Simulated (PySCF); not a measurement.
Simulation results for Al$_{2}$H$_{3}$

All values are calculated (PySCF 2.14.0). Calculation on a computer-drawn molecule: vertical ionisation energy to the stated ion spin, frozen-core CCSD(T) at the basis limit and cheaper methods, single-reference cases, UHF for radicals, no spin-orbit; all values are single points at the evaluated structure, the first of each entry, which is the reference or a displaced copy of it and isn't optimised; the reference structure only sets the zero of the energies above reference; triples share is (T) over the correlation energy.

Common to all runs: charge 0; multiplicity 2; ion multiplicity 1; diffuse functions no; basis cc-pV(n+d)Z; reference is the Hartree-Fock double-zeta minimum; best is HF at quadruple zeta + MP2 correlation extrapolated from triple and quadruple zeta + CCSD(T) minus MP2 at triple zeta; basis step is the size of the change from the same recipe one zeta lower.

(1) 
```xyz
5
formula=Al2H3 ionisation_energy_best=7.084 ionisation_energy_basis_step=0.03482 energy_above_reference_best=2.085 energy_above_reference_basis_step=0.03524 total_energy_HF_triple_zeta=-485.5421 total_energy_CCSD(T)_triple_zeta=-485.7216 total_energy_best=-485.7423 T1_diagnostic_at_triple_zeta=0.02555 D1_diagnostic_at_triple_zeta=0.07913 spin_squared_at_triple_zeta=0.7993 ion_T1_diagnostic_at_triple_zeta=0.01435 ion_D1_diagnostic_at_triple_zeta=0.02988 triples_share_at_triple_zeta=0.02682 basis_functions_triple_zeta=120 dipole_magnitude_HF_at_triple_zeta=0.7641 dipole_magnitude_CCSD_unrelaxed_at_triple_zeta=0.837 dipole_magnitude_PBE_at_triple_zeta=1.06 dipole_magnitude_r2SCAN_at_triple_zeta=1.071 dipole_magnitude_B3LYP_at_triple_zeta=1.003 dipole_magnitude_wB97X_at_triple_zeta=0.7991
Al    -0.2664    -3.1218     1.0527
Al     1.2064    -1.5166    -0.3785
H     -1.0982    -2.7968     2.3715
H      0.6060    -0.7958    -1.6596
H      2.8993    -1.4250    -0.1211
```

Units: ionisation_energy_best, ionisation_energy_basis_step in eV; energy_above_reference_best, energy_above_reference_basis_step in kcal/mol; total_energy_HF_triple_zeta, total_energy_CCSD(T)_triple_zeta, total_energy_best in hartree; dipole_magnitude_HF_at_triple_zeta, dipole_magnitude_CCSD_unrelaxed_at_triple_zeta, dipole_magnitude_PBE_at_triple_zeta, dipole_magnitude_r2SCAN_at_triple_zeta, dipole_magnitude_B3LYP_at_triple_zeta, dipole_magnitude_wB97X_at_triple_zeta in debye.

Reference structure:
```xyz
5
Al2H3
Al    -0.2678    -3.1221     1.0505
Al     1.2049    -1.5195    -0.3771
H     -1.0998    -2.7972     2.3715
H      0.6067    -0.7967    -1.6572
H      2.7716    -1.4321    -0.1383
```

Drawn bonds:
```csv
atom,other atom,order
1,2,1
1,3,1
2,4,1
2,5,1
```

Triple zeta:
```csv
method,ionisation energy (eV),energy above reference (kcal/mol)
HF,6.754,2.26
PBE,7.158,1.479
r2SCAN,7.301,1.925
B3LYP,7.146,2.045
wB97X,7.077,2.17
MP2,6.961,2.302
CCSD,7.025,2.082
CCSD(T),7.055,2.028
```

(2) 
```xyz
5
formula=Al2H3 ionisation_energy_best=7.031 ionisation_energy_basis_step=0.03597 energy_above_reference_best=1.702 energy_above_reference_basis_step=0.03406 total_energy_HF_triple_zeta=-485.5423 total_energy_CCSD(T)_triple_zeta=-485.7222 total_energy_best=-485.7429 T1_diagnostic_at_triple_zeta=0.02723 D1_diagnostic_at_triple_zeta=0.08668 spin_squared_at_triple_zeta=0.8079 ion_T1_diagnostic_at_triple_zeta=0.01339 ion_D1_diagnostic_at_triple_zeta=0.02816 triples_share_at_triple_zeta=0.02686 basis_functions_triple_zeta=120 dipole_magnitude_HF_at_triple_zeta=0.1203 dipole_magnitude_CCSD_unrelaxed_at_triple_zeta=0.1813 dipole_magnitude_PBE_at_triple_zeta=0.4918 dipole_magnitude_r2SCAN_at_triple_zeta=0.4522 dipole_magnitude_B3LYP_at_triple_zeta=0.3725 dipole_magnitude_wB97X_at_triple_zeta=0.1203
Al    -0.3108    -3.0511     0.9751
Al     1.2489    -1.4304    -0.3403
H     -1.0909    -2.8069     2.4321
H      0.5797    -0.9137    -1.6316
H      2.8031    -1.4033    -0.1185
```

Units: ionisation_energy_best, ionisation_energy_basis_step in eV; energy_above_reference_best, energy_above_reference_basis_step in kcal/mol; total_energy_HF_triple_zeta, total_energy_CCSD(T)_triple_zeta, total_energy_best in hartree; dipole_magnitude_HF_at_triple_zeta, dipole_magnitude_CCSD_unrelaxed_at_triple_zeta, dipole_magnitude_PBE_at_triple_zeta, dipole_magnitude_r2SCAN_at_triple_zeta, dipole_magnitude_B3LYP_at_triple_zeta, dipole_magnitude_wB97X_at_triple_zeta in debye.

Reference structure:
```xyz
5
Al2H3
Al    -0.2678    -3.1221     1.0505
Al     1.2049    -1.5195    -0.3771
H     -1.0998    -2.7972     2.3715
H      0.6067    -0.7967    -1.6572
H      2.7716    -1.4321    -0.1383
```

Drawn bonds:
```csv
atom,other atom,order
1,2,1
1,3,1
2,4,1
2,5,1
```

Triple zeta:
```csv
method,ionisation energy (eV),energy above reference (kcal/mol)
HF,6.688,2.107
PBE,7.128,1.268
r2SCAN,7.264,1.528
B3LYP,7.106,1.419
wB97X,7.022,1.729
MP2,6.897,1.97
CCSD,6.968,1.735
CCSD(T),7.001,1.671
```

(3) 
```xyz
5
formula=Al2H3 ionisation_energy_best=7.055 ionisation_energy_basis_step=0.03513 energy_above_reference_best=-0.006519 energy_above_reference_basis_step=0.00494 total_energy_HF_triple_zeta=-485.5456 total_energy_CCSD(T)_triple_zeta=-485.7248 total_energy_best=-485.7456 T1_diagnostic_at_triple_zeta=0.02545 D1_diagnostic_at_triple_zeta=0.0798 spin_squared_at_triple_zeta=0.7998 ion_T1_diagnostic_at_triple_zeta=0.01356 ion_D1_diagnostic_at_triple_zeta=0.02794 triples_share_at_triple_zeta=0.02642 basis_functions_triple_zeta=120 dipole_magnitude_HF_at_triple_zeta=0.4777 dipole_magnitude_CCSD_unrelaxed_at_triple_zeta=0.607 dipole_magnitude_PBE_at_triple_zeta=0.8676 dipole_magnitude_r2SCAN_at_triple_zeta=0.8601 dipole_magnitude_B3LYP_at_triple_zeta=0.7856 dipole_magnitude_wB97X_at_triple_zeta=0.5465
Al    -0.2660    -3.1234     1.0527
Al     1.2001    -1.5191    -0.3783
H     -1.0988    -2.7937     2.3770
H      0.5935    -0.7949    -1.6535
H      2.7703    -1.4357    -0.1455
```

Units: ionisation_energy_best, ionisation_energy_basis_step in eV; energy_above_reference_best, energy_above_reference_basis_step in kcal/mol; total_energy_HF_triple_zeta, total_energy_CCSD(T)_triple_zeta, total_energy_best in hartree; dipole_magnitude_HF_at_triple_zeta, dipole_magnitude_CCSD_unrelaxed_at_triple_zeta, dipole_magnitude_PBE_at_triple_zeta, dipole_magnitude_r2SCAN_at_triple_zeta, dipole_magnitude_B3LYP_at_triple_zeta, dipole_magnitude_wB97X_at_triple_zeta in debye.

Reference structure:
```xyz
5
Al2H3
Al    -0.2678    -3.1221     1.0505
Al     1.2049    -1.5195    -0.3771
H     -1.0998    -2.7972     2.3715
H      0.6067    -0.7967    -1.6572
H      2.7716    -1.4321    -0.1383
```

Drawn bonds:
```csv
atom,other atom,order
1,2,1
1,3,1
2,4,1
2,5,1
```

Triple zeta:
```csv
method,ionisation energy (eV),energy above reference (kcal/mol)
HF,6.713,0.009014
PBE,7.135,-0.03494
r2SCAN,7.274,-0.01161
B3LYP,7.117,-0.007732
wB97X,7.042,-0.002893
MP2,6.927,0.0108
CCSD,6.993,-0.00309
CCSD(T),7.025,-0.006089
```

(4) 
```xyz
5
formula=Al2H3 ionisation_energy_best=7.006 ionisation_energy_basis_step=0.03568 energy_above_reference_best=1.558 energy_above_reference_basis_step=0.0616 total_energy_HF_triple_zeta=-485.5435 total_energy_CCSD(T)_triple_zeta=-485.7224 total_energy_best=-485.7431 T1_diagnostic_at_triple_zeta=0.02502 D1_diagnostic_at_triple_zeta=0.07837 spin_squared_at_triple_zeta=0.7983 ion_T1_diagnostic_at_triple_zeta=0.01337 ion_D1_diagnostic_at_triple_zeta=0.0273 triples_share_at_triple_zeta=0.02618 basis_functions_triple_zeta=120 dipole_magnitude_HF_at_triple_zeta=0.7777 dipole_magnitude_CCSD_unrelaxed_at_triple_zeta=0.8611 dipole_magnitude_PBE_at_triple_zeta=1.096 dipole_magnitude_r2SCAN_at_triple_zeta=1.097 dipole_magnitude_B3LYP_at_triple_zeta=1.027 dipole_magnitude_wB97X_at_triple_zeta=0.8268
Al    -0.2711    -3.1055     1.0757
Al     1.1902    -1.5116    -0.4037
H     -1.0857    -2.8075     2.3157
H      0.6063    -0.7531    -1.6566
H      2.7974    -1.4223    -0.1837
```

Units: ionisation_energy_best, ionisation_energy_basis_step in eV; energy_above_reference_best, energy_above_reference_basis_step in kcal/mol; total_energy_HF_triple_zeta, total_energy_CCSD(T)_triple_zeta, total_energy_best in hartree; dipole_magnitude_HF_at_triple_zeta, dipole_magnitude_CCSD_unrelaxed_at_triple_zeta, dipole_magnitude_PBE_at_triple_zeta, dipole_magnitude_r2SCAN_at_triple_zeta, dipole_magnitude_B3LYP_at_triple_zeta, dipole_magnitude_wB97X_at_triple_zeta in debye.

Reference structure:
```xyz
5
Al2H3
Al    -0.2678    -3.1221     1.0505
Al     1.2049    -1.5195    -0.3771
H     -1.0998    -2.7972     2.3715
H      0.6067    -0.7967    -1.6572
H      2.7716    -1.4321    -0.1383
```

Drawn bonds:
```csv
atom,other atom,order
1,2,1
1,3,1
2,4,1
2,5,1
```

Triple zeta:
```csv
method,ionisation energy (eV),energy above reference (kcal/mol)
HF,6.657,1.362
PBE,7.091,1.79
r2SCAN,7.227,1.597
B3LYP,7.069,1.566
wB97X,6.99,1.519
MP2,6.877,1.371
CCSD,6.944,1.503
CCSD(T),6.976,1.532
```

(5) 
```xyz
5
formula=Al2H3 ionisation_energy_best=7.068 ionisation_energy_basis_step=0.03442 energy_above_reference_best=3.5 energy_above_reference_basis_step=0.0757 total_energy_HF_triple_zeta=-485.5405 total_energy_CCSD(T)_triple_zeta=-485.7194 total_energy_best=-485.7400 T1_diagnostic_at_triple_zeta=0.02454 D1_diagnostic_at_triple_zeta=0.07466 spin_squared_at_triple_zeta=0.7958 ion_T1_diagnostic_at_triple_zeta=0.0143 ion_D1_diagnostic_at_triple_zeta=0.03034 triples_share_at_triple_zeta=0.02644 basis_functions_triple_zeta=120 dipole_magnitude_HF_at_triple_zeta=0.7637 dipole_magnitude_CCSD_unrelaxed_at_triple_zeta=0.7913 dipole_magnitude_PBE_at_triple_zeta=0.9832 dipole_magnitude_r2SCAN_at_triple_zeta=1.008 dipole_magnitude_B3LYP_at_triple_zeta=0.947 dipole_magnitude_wB97X_at_triple_zeta=0.7436
Al    -0.2995    -3.1928     1.0698
Al     1.1831    -1.5637    -0.4145
H     -1.0873    -2.8041     2.4242
H      0.6130    -0.8064    -1.6070
H      2.8526    -1.3361    -0.1169
```

Units: ionisation_energy_best, ionisation_energy_basis_step in eV; energy_above_reference_best, energy_above_reference_basis_step in kcal/mol; total_energy_HF_triple_zeta, total_energy_CCSD(T)_triple_zeta, total_energy_best in hartree; dipole_magnitude_HF_at_triple_zeta, dipole_magnitude_CCSD_unrelaxed_at_triple_zeta, dipole_magnitude_PBE_at_triple_zeta, dipole_magnitude_r2SCAN_at_triple_zeta, dipole_magnitude_B3LYP_at_triple_zeta, dipole_magnitude_wB97X_at_triple_zeta in debye.

Reference structure:
```xyz
5
Al2H3
Al    -0.2678    -3.1221     1.0505
Al     1.2049    -1.5195    -0.3771
H     -1.0998    -2.7972     2.3715
H      0.6067    -0.7967    -1.6572
H      2.7716    -1.4321    -0.1383
```

Drawn bonds:
```csv
atom,other atom,order
1,2,1
1,3,1
2,4,1
2,5,1
```

Triple zeta:
```csv
method,ionisation energy (eV),energy above reference (kcal/mol)
HF,6.75,3.228
PBE,7.13,3.197
r2SCAN,7.276,3.52
B3LYP,7.123,3.452
wB97X,7.066,3.513
MP2,6.952,3.445
CCSD,7.01,3.386
CCSD(T),7.039,3.385
```

(6) 
```xyz
5
formula=Al2H3 ionisation_energy_best=7.004 ionisation_energy_basis_step=0.03604 energy_above_reference_best=0.9267 energy_above_reference_basis_step=0.00154 total_energy_HF_triple_zeta=-485.5443 total_energy_CCSD(T)_triple_zeta=-485.7234 total_energy_best=-485.7441 T1_diagnostic_at_triple_zeta=0.02547 D1_diagnostic_at_triple_zeta=0.07988 spin_squared_at_triple_zeta=0.8001 ion_T1_diagnostic_at_triple_zeta=0.01345 ion_D1_diagnostic_at_triple_zeta=0.02777 triples_share_at_triple_zeta=0.02639 basis_functions_triple_zeta=120 dipole_magnitude_HF_at_triple_zeta=0.5577 dipole_magnitude_CCSD_unrelaxed_at_triple_zeta=0.6637 dipole_magnitude_PBE_at_triple_zeta=0.9222 dipole_magnitude_r2SCAN_at_triple_zeta=0.9166 dipole_magnitude_B3LYP_at_triple_zeta=0.8423 dipole_magnitude_wB97X_at_triple_zeta=0.6189
Al    -0.2741    -3.1272     1.0843
Al     1.2045    -1.5247    -0.3570
H     -1.1010    -2.8020     2.3424
H      0.5403    -0.7628    -1.6389
H      2.7752    -1.4453    -0.1029
```

Units: ionisation_energy_best, ionisation_energy_basis_step in eV; energy_above_reference_best, energy_above_reference_basis_step in kcal/mol; total_energy_HF_triple_zeta, total_energy_CCSD(T)_triple_zeta, total_energy_best in hartree; dipole_magnitude_HF_at_triple_zeta, dipole_magnitude_CCSD_unrelaxed_at_triple_zeta, dipole_magnitude_PBE_at_triple_zeta, dipole_magnitude_r2SCAN_at_triple_zeta, dipole_magnitude_B3LYP_at_triple_zeta, dipole_magnitude_wB97X_at_triple_zeta in debye.

Reference structure:
```xyz
5
Al2H3
Al    -0.2678    -3.1221     1.0505
Al     1.2049    -1.5195    -0.3771
H     -1.0998    -2.7972     2.3715
H      0.6067    -0.7967    -1.6572
H      2.7716    -1.4321    -0.1383
```

Drawn bonds:
```csv
atom,other atom,order
1,2,1
1,3,1
2,4,1
2,5,1
```

Triple zeta:
```csv
method,ionisation energy (eV),energy above reference (kcal/mol)
HF,6.658,0.878
PBE,7.087,0.9419
r2SCAN,7.224,0.9405
B3LYP,7.066,0.9619
wB97X,6.99,0.9402
MP2,6.875,0.8986
CCSD,6.942,0.9148
CCSD(T),6.974,0.9165
```

(7) 
```xyz
5
formula=Al2H3 ionisation_energy_best=7.028 ionisation_energy_basis_step=0.03606 energy_above_reference_best=4.065 energy_above_reference_basis_step=0.147 total_energy_HF_triple_zeta=-485.5389 total_energy_CCSD(T)_triple_zeta=-485.7183 total_energy_best=-485.7391 T1_diagnostic_at_triple_zeta=0.02567 D1_diagnostic_at_triple_zeta=0.08185 spin_squared_at_triple_zeta=0.8014 ion_T1_diagnostic_at_triple_zeta=0.01275 ion_D1_diagnostic_at_triple_zeta=0.02608 triples_share_at_triple_zeta=0.02601 basis_functions_triple_zeta=120 dipole_magnitude_HF_at_triple_zeta=0.3566 dipole_magnitude_CCSD_unrelaxed_at_triple_zeta=0.4896 dipole_magnitude_PBE_at_triple_zeta=0.7604 dipole_magnitude_r2SCAN_at_triple_zeta=0.7323 dipole_magnitude_B3LYP_at_triple_zeta=0.6622 dipole_magnitude_wB97X_at_triple_zeta=0.4373
Al    -0.2324    -3.0778     0.9666
Al     1.2145    -1.4376    -0.3877
H     -1.0518    -2.8299     2.3035
H      0.6383    -0.7952    -1.6836
H      2.6347    -1.3309    -0.1629
```

Units: ionisation_energy_best, ionisation_energy_basis_step in eV; energy_above_reference_best, energy_above_reference_basis_step in kcal/mol; total_energy_HF_triple_zeta, total_energy_CCSD(T)_triple_zeta, total_energy_best in hartree; dipole_magnitude_HF_at_triple_zeta, dipole_magnitude_CCSD_unrelaxed_at_triple_zeta, dipole_magnitude_PBE_at_triple_zeta, dipole_magnitude_r2SCAN_at_triple_zeta, dipole_magnitude_B3LYP_at_triple_zeta, dipole_magnitude_wB97X_at_triple_zeta in debye.

Reference structure:
```xyz
5
Al2H3
Al    -0.2678    -3.1221     1.0505
Al     1.2049    -1.5195    -0.3771
H     -1.0998    -2.7972     2.3715
H      0.6067    -0.7967    -1.6572
H      2.7716    -1.4321    -0.1383
```

Drawn bonds:
```csv
atom,other atom,order
1,2,1
1,3,1
2,4,1
2,5,1
```

Triple zeta:
```csv
method,ionisation energy (eV),energy above reference (kcal/mol)
HF,6.667,4.248
PBE,7.125,4.623
r2SCAN,7.258,4.06
B3LYP,7.097,3.834
wB97X,7.009,3.819
MP2,6.892,3.885
CCSD,6.964,4.053
CCSD(T),6.998,4.092
```

(8) 
```xyz
5
formula=Al2H3 ionisation_energy_best=7.095 ionisation_energy_basis_step=0.03461 energy_above_reference_best=0.1016 energy_above_reference_basis_step=0.02428 total_energy_HF_triple_zeta=-485.5453 total_energy_CCSD(T)_triple_zeta=-485.7247 total_energy_best=-485.7454 T1_diagnostic_at_triple_zeta=0.02554 D1_diagnostic_at_triple_zeta=0.07981 spin_squared_at_triple_zeta=0.8 ion_T1_diagnostic_at_triple_zeta=0.01385 ion_D1_diagnostic_at_triple_zeta=0.02853 triples_share_at_triple_zeta=0.02655 basis_functions_triple_zeta=120 dipole_magnitude_HF_at_triple_zeta=0.5153 dipole_magnitude_CCSD_unrelaxed_at_triple_zeta=0.6406 dipole_magnitude_PBE_at_triple_zeta=0.8903 dipole_magnitude_r2SCAN_at_triple_zeta=0.8868 dipole_magnitude_B3LYP_at_triple_zeta=0.8138 dipole_magnitude_wB97X_at_triple_zeta=0.578
Al    -0.2717    -3.1413     1.0287
Al     1.2109    -1.5222    -0.3571
H     -1.1036    -2.8215     2.3848
H      0.6191    -0.8081    -1.6626
H      2.7818    -1.4306    -0.1245
```

Units: ionisation_energy_best, ionisation_energy_basis_step in eV; energy_above_reference_best, energy_above_reference_basis_step in kcal/mol; total_energy_HF_triple_zeta, total_energy_CCSD(T)_triple_zeta, total_energy_best in hartree; dipole_magnitude_HF_at_triple_zeta, dipole_magnitude_CCSD_unrelaxed_at_triple_zeta, dipole_magnitude_PBE_at_triple_zeta, dipole_magnitude_r2SCAN_at_triple_zeta, dipole_magnitude_B3LYP_at_triple_zeta, dipole_magnitude_wB97X_at_triple_zeta in debye.

Reference structure:
```xyz
5
Al2H3
Al    -0.2678    -3.1221     1.0505
Al     1.2049    -1.5195    -0.3771
H     -1.0998    -2.7972     2.3715
H      0.6067    -0.7967    -1.6572
H      2.7716    -1.4321    -0.1383
```

Drawn bonds:
```csv
atom,other atom,order
1,2,1
1,3,1
2,4,1
2,5,1
```

Triple zeta:
```csv
method,ionisation energy (eV),energy above reference (kcal/mol)
HF,6.759,0.2052
PBE,7.172,-0.1207
r2SCAN,7.314,0.04005
B3LYP,7.158,0.06783
wB97X,7.085,0.1215
MP2,6.969,0.2098
CCSD,7.034,0.1174
CCSD(T),7.065,0.09679
```
